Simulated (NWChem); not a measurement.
All runs are NWChem calculations. System: H4HfO2, charge 1, spin multiplicity 2, at the geometry of a parent with another charge or spin, in a state set for the comparison that need not be this species' ground state. Its SCF solution wasn't tested for a lower state. Level: UPBE/def2-TZVPD with def2 effective core potentials on Hf.

The NWChem input:

```
start mol
memory heap 200 mb stack 900 mb global 1100 mb
charge 1
geometry units angstroms nocenter noautoz
  Hf     0.000000     0.000000    -0.183112
  O      1.649873     0.000000     0.800557
  H      2.344425     0.000000     1.461839
  O     -1.649873     0.000000     0.800557
  H     -2.344425     0.000000     1.461839
  H      0.000000    -1.513236    -1.274258
  H      0.000000     1.513236    -1.274258
  symmetry group C2v
end
basis spherical
  * library def2-tzvpd
end
ecp
  Hf library def2-ecp
end
dft
  xc xpbe96 cpbe96
  odft
  mult 2
  semidirect memsize 60000000 filesize 0
  iterations 100
end
task dft energy
```

Output (cleaned and shortened):

```
             Northwest Computational Chemistry Package (NWChem) 7.3.0
             --------------------------------------------------------

                                NWChem Input Module
                                -------------------

 Scaling coordinates for geometry "geometry" by  1.889725989
 (inverse scale =  0.529177249)

 Turning off AUTOSYM since
 SYMMETRY directive was detected!

                             Geometry "geometry" -> ""
                             -------------------------

 Output coordinates in angstroms (scale by  1.889725989 to convert to a.u.)

  No.       Tag          Charge          X              Y              Z
 ---- ---------------- ---------- -------------- -------------- --------------
    1 Hf                  72.0000     0.00000000     0.00000000    -0.18311200
    2 O                    8.0000     1.64987300     0.00000000     0.80055700
    3 H                    1.0000     2.34442500     0.00000000     1.46183900
    4 O                    8.0000    -1.64987300     0.00000000     0.80055700
    5 H                    1.0000    -2.34442500     0.00000000     1.46183900
    6 H                    1.0000     0.00000000    -1.51323600    -1.27425800
    7 H                    1.0000     0.00000000     1.51323600    -1.27425800

 Effective nuclear repulsion energy (a.u.)     412.3783195469

            Nuclear Dipole moment (a.u.)
            ----------------------------
        X                 Y               Z
 ---------------- ---------------- ----------------
     0.0000000000     0.0000000000     0.0000188973

      Symmetry information
      --------------------

 Group name             C2v
 Group number             16
 Group order               4
 No. of unique centers     4

      Symmetry unique atoms

     1    2    3    6


 Summary of "ao basis" -> "" (spherical)
 ------------------------------------------------------------------------------
       Tag                 Description            Shells   Functions and Types
 ---------------- ------------------------------  ------  ---------------------
 *                         def2-tzvpd                 on all atoms

 Summary of "ao basis" -> "ao basis" (spherical)
 ------------------------------------------------------------------------------
       Tag                 Description            Shells   Functions and Types
 ---------------- ------------------------------  ------  ---------------------
 Hf                        def2-tzvpd               15       43   6s5p3d1f
 O                         def2-tzvpd               14       40   6s4p3d1f
 H                         def2-tzvpd                5        9   3s2p

 Summary of "ao basis" -> "ao basis" (spherical)
 ------------------------------------------------------------------------------
       Tag                 Description            Shells   Functions and Types
 ---------------- ------------------------------  ------  ---------------------
 Hf                        def2-tzvpd               15       43   6s5p3d1f
 O                         def2-tzvpd               14       40   6s4p3d1f
 H                         def2-tzvpd                5        9   3s2p

      Symmetry analysis of basis
      --------------------------

        a1         60
        a2         21
        b1         46
        b2         32

            General Information
            -------------------
          SCF calculation type: DFT
          Wavefunction type:  spin polarized.
          No. of atoms     :     7
          No. of electrons :    31
           Alpha electrons :    16
            Beta electrons :    15
          Charge           :     1
          Spin multiplicity:     2
          Use of symmetry is: on ; symmetry adaption is: on
          Maximum number of iterations: 100
          AO basis - number of functions:   159
                     number of shells:    63
          Convergence on energy requested:  1.00D-06
          Convergence on density requested:  1.00D-05
          Convergence on gradient requested:  5.00D-04

              XC Information
              --------------
          PerdewBurkeErnzerhof Exchange Functional  1.000
            Perdew 1991 LDA Correlation Functional  1.000 local
           PerdewBurkeErnz. Correlation Functional  1.000 non-local

             Grid Information
             ----------------
          Grid used for XC integration:  medium
          Radial quadrature: Mura-Knowles
          Angular quadrature: Lebedev.
          Tag              B.-S. Rad. Rad. Pts. Rad. Cut. Ang. Pts.
          ---              ---------- --------- --------- ---------
          Hf                  1.55      123          11.0       590
          O                   0.60       49          12.0       434
          H                   0.35       45          13.0       434
          Grid pruning is: on
          Number of quadrature shells:   262
          Spatial weights used:  Erf1

          Convergence Information
          -----------------------
          Convergence aids based upon iterative change in
          total energy or number of iterations.
          Levelshifting, if invoked, occurs when the
          HOMO/LUMO gap drops below (HL_TOL):  1.00D-02
          DIIS, if invoked, will attempt to extrapolate
          using up to (NFOCK): 10 stored Fock matrices.

                    Damping( 0%)  Levelshifting(0.5)       DIIS
                  --------------- ------------------- ---------------
          dE  on:    start            ASAP                start
          dE off:    2 iters        100 iters           100 iters
[...]
  ----- ------------  ---------------      ----- ------------  ---------------
    22      0.549585  1 Hf d -2              27      0.425183  1 Hf d -2
    32      0.176072  1 Hf d -2              51     -0.158389  2 O  py
   100      0.158389  4 O  py                57     -0.144434  2 O  py
   106      0.144434  4 O  py                54     -0.132826  2 O  py
   103      0.132826  4 O  py               148     -0.066142  6 H  px

 Vector   19  Occ=0.000000D+00  E=-2.512704D-01  Symmetry=b1
              MO Center= -9.0D-16, -7.2D-14, -5.5D-01, r^2= 3.1D+00
   Bfn.  Coefficient  Atom+Function         Bfn.  Coefficient  Atom+Function
  ----- ------------  ---------------      ----- ------------  ---------------
    25      0.443207  1 Hf d  1              30      0.379481  1 Hf d  1
    16      0.276978  1 Hf px                35      0.227905  1 Hf d  1
    10     -0.203139  1 Hf px                48      0.138160  2 O  s
    56     -0.137674  2 O  px                97     -0.138160  4 O  s
   105     -0.137674  4 O  px                50     -0.100796  2 O  px

                     DFT Final Beta Molecular Orbital Analysis
                     -----------------------------------------

 Vector   13  Occ=1.000000D+00  E=-5.051446D-01  Symmetry=b2
              MO Center=  3.4D-12,  1.1D-12,  5.4D-01, r^2= 3.4D+00
   Bfn.  Coefficient  Atom+Function         Bfn.  Coefficient  Atom+Function
  ----- ------------  ---------------      ----- ------------  ---------------
    51      0.293899  2 O  py               100      0.293899  4 O  py
    54      0.249400  2 O  py               103      0.249400  4 O  py
    23      0.183630  1 Hf d -1              57      0.173983  2 O  py
   106      0.173983  4 O  py                28      0.151490  1 Hf d -1
   143      0.075521  6 H  s                152     -0.075521  7 H  s

 Vector   14  Occ=1.000000D+00  E=-5.006270D-01  Symmetry=b1
              MO Center= -4.8D-12, -3.4D-14,  7.0D-01, r^2= 3.5D+00
   Bfn.  Coefficient  Atom+Function         Bfn.  Coefficient  Atom+Function
  ----- ------------  ---------------      ----- ------------  ---------------
    52      0.263165  2 O  pz               101     -0.263165  4 O  pz
    55      0.221232  2 O  pz               104     -0.221232  4 O  pz
    50     -0.188864  2 O  px                99     -0.188864  4 O  px
    58      0.162724  2 O  pz               107     -0.162724  4 O  pz
    53     -0.159957  2 O  px               102     -0.159957  4 O  px

 Vector   15  Occ=1.000000D+00  E=-4.917862D-01  Symmetry=a1
              MO Center=  1.4D-12, -1.0D-12, -6.5D-01, r^2= 3.4D+00
   Bfn.  Coefficient  Atom+Function         Bfn.  Coefficient  Atom+Function
  ----- ------------  ---------------      ----- ------------  ---------------
     5      0.311908  1 Hf s                143      0.212540  6 H  s
   152      0.212540  7 H  s                  3     -0.209046  1 Hf s
    12      0.162064  1 Hf pz                26     -0.159686  1 Hf d  2
     4     -0.149531  1 Hf s                 31     -0.134906  1 Hf d  2
   144      0.126534  6 H  s                153      0.126534  7 H  s

 Vector   16  Occ=0.000000D+00  E=-4.662878D-01  Symmetry=b2
              MO Center= -1.1D-13,  5.8D-14, -7.9D-01, r^2= 3.3D+00
   Bfn.  Coefficient  Atom+Function         Bfn.  Coefficient  Atom+Function
  ----- ------------  ---------------      ----- ------------  ---------------
   143      0.240377  6 H  s                152     -0.240377  7 H  s
    23      0.215341  1 Hf d -1              11      0.200986  1 Hf py
   144      0.194617  6 H  s                153     -0.194617  7 H  s
    28      0.167356  1 Hf d -1             142      0.133742  6 H  s
   151     -0.133742  7 H  s                 51     -0.129282  2 O  py

 Vector   17  Occ=0.000000D+00  E=-3.065727D-01  Symmetry=a1
              MO Center= -3.7D-14,  1.9D-14, -5.5D-01, r^2= 2.2D+00
   Bfn.  Coefficient  Atom+Function         Bfn.  Coefficient  Atom+Function
  ----- ------------  ---------------      ----- ------------  ---------------
    24      0.460784  1 Hf d  0              29      0.366762  1 Hf d  0
    26      0.220901  1 Hf d  2              31      0.196362  1 Hf d  2
    34      0.154138  1 Hf d  0              18     -0.150864  1 Hf pz
    12      0.130236  1 Hf pz                 5      0.081771  1 Hf s
    56      0.066953  2 O  px               105     -0.066953  4 O  px

 Vector   18  Occ=0.000000D+00  E=-2.676008D-01  Symmetry=a2
              MO Center=  1.5D-14,  5.4D-14, -1.1D-01, r^2= 2.2D+00
   Bfn.  Coefficient  Atom+Function         Bfn.  Coefficient  Atom+Function
  ----- ------------  ---------------      ----- ------------  ---------------
    22      0.556654  1 Hf d -2              27      0.423604  1 Hf d -2
    32      0.175326  1 Hf d -2              51     -0.160559  2 O  py
   100      0.160559  4 O  py                57     -0.145191  2 O  py
   106      0.145191  4 O  py                54     -0.135932  2 O  py
   103      0.135932  4 O  py               148     -0.052251  6 H  px

   alpha - beta orbital overlaps
   -----------------------------

   alpha      1      2      3      4      5      6      7      8      9     10
    beta      1      2      3      4      5      6      7      8      9     10
 overlap   1.000  1.000  1.000  1.000  1.000  1.000  1.000  1.000  1.000  1.000

   alpha     11     12     13     14     15     16     17     18     19     20
    beta     15     13     12     11     14     16     17     18     19     20
 overlap   0.728  0.785  1.000  0.731  1.000  0.785  0.999  1.000  1.000  0.998

   alpha     21     22     23     24     25     26     27     28     29     30
    beta     21     22     23     24     25     26     27     28     29     31
 overlap   0.996  0.994  1.000  0.980  0.982  0.995  0.999  0.996  0.998  0.997

   alpha     31     32     33     34     35     36     37     38     39     40
    beta     30     32     33     34     35     37     36     38     39     40
 overlap   0.994  0.997  0.997  0.994  0.998  0.997  1.000  0.997  0.996  0.998

   alpha     41     42     43     44     45     46     47     48     49     50
    beta     42     41     43     44     45     46     47     48     49     50
 overlap   0.995  0.997  0.990  1.000  0.997  0.712  0.708  0.997  0.995  0.999

   alpha     51     52     53     54     55     56     57     58     59     60
    beta     51     52     53     54     55     56     57     58     59     60
 overlap   0.998  0.999  0.992  0.998  0.997  1.000  0.999  1.000  0.997  0.996

   alpha     61     62     63     64     65     66     67     68     69     70
    beta     61     62     63     64     67     65     66     68     69     70
 overlap   1.000  0.994  0.998  0.993  0.996  1.000  0.999  0.995  1.000  1.000

   alpha     71     72     73     74     75     76     77     78     79     80
    beta     72     71     74     73     75     76     77     78     80     79
 overlap   0.998  0.998  0.999  0.999  0.999  0.998  0.995  0.994  0.999  0.994

   alpha     81     82     83     84     85     86     87     88     89     90
    beta     81     83     82     84     85     86     87     88     89     90
 overlap   0.994  0.990  0.996  0.995  0.999  0.999  1.000  0.998  1.000  1.000

   alpha     91     92     93     94     95     96     97     98     99    100
    beta     91     92     93     95     96     94     97    100     98     99
 overlap   0.999  0.999  1.000  0.985  0.965  0.999  0.970  0.964  0.982  0.975

   alpha    101    102    103    104    105    106    107    108    109    110
    beta    103    102    101    105    104    106    107    108    109    110
 overlap   0.912  0.953  0.999  0.965  0.962  0.929  0.996  1.000  0.997  0.873

   alpha    111    112    113    114    115    116    117    118    119    120
    beta    111    112    114    113    115    118    117    116    119    120
 overlap   1.000  0.874  0.996  1.000  0.931  0.929  0.992  1.000  1.000  0.997

   alpha    121    122    123    124    125    126    127    128    129    130
    beta    122    121    123    124    125    126    127    128    129    131
 overlap   0.992  1.000  1.000  0.999  1.000  1.000  1.000  1.000  1.000  0.999

   alpha    131    132    133    134    135    136    137    138    139    140
    beta    130    132    133    134    135    136    137    138    139    140
 overlap   1.000  0.999  1.000  1.000  0.999  0.999  1.000  1.000  1.000  1.000

   alpha    141    142    143    144    145    146    147    148    149    150
    beta    141    142    143    144    145    146    147    148    149    150
 overlap   0.997  1.000  1.000  1.000  1.000  0.997  1.000  1.000  1.000  1.000

   alpha    151    152    153    154    155    156    157    158    159
    beta    151    152    153    154    155    156    157    158    159
 overlap   1.000  1.000  1.000  1.000  1.000  1.000  1.000  1.000  1.000

     --------------------------
     Expectation value of S2:
     --------------------------
      <S2> =      0.7563 (Exact =     0.7500)

 center of mass
 --------------
 x =  -0.00000000 y =   0.00000000 z =  -0.06092337

 moments of inertia (a.u.)
 ------------------
         137.511052118966           0.000000000000           0.000000000000
           0.000000000000         471.555372075794           0.000000000000
           0.000000000000           0.000000000000         367.009550654620

     Multipole analysis of the density
     ---------------------------------

     L   x y z        total         alpha         beta         nuclear
     -   - - -        -----         -----         ----         -------
     0   0 0 0      1.000000    -16.000000    -15.000000     32.000000

     1   1 0 0     -0.000000     -0.000000      0.000000      0.000000
     1   0 1 0     -0.000000     -0.000000      0.000000      0.000000
     1   0 0 1      0.310300     -9.375212    -11.076397     20.761909

     2   2 0 0    -16.184981   -106.659496   -104.312587    194.787102
     2   1 1 0     -0.000000      0.000000     -0.000000      0.000000
     2   1 0 1      0.000000      0.000000      0.000000      0.000000
     2   0 2 0    -23.167699    -23.230943    -16.291396     16.354640
     2   0 1 1     -0.000000      0.000000     -0.000000      0.000000
     2   0 0 2    -18.380113    -44.398526    -38.896529     64.914941

 Task  times  cpu:       35.5s     wall:       35.5s

 Total times  cpu:       35.5s     wall:       35.5s
```
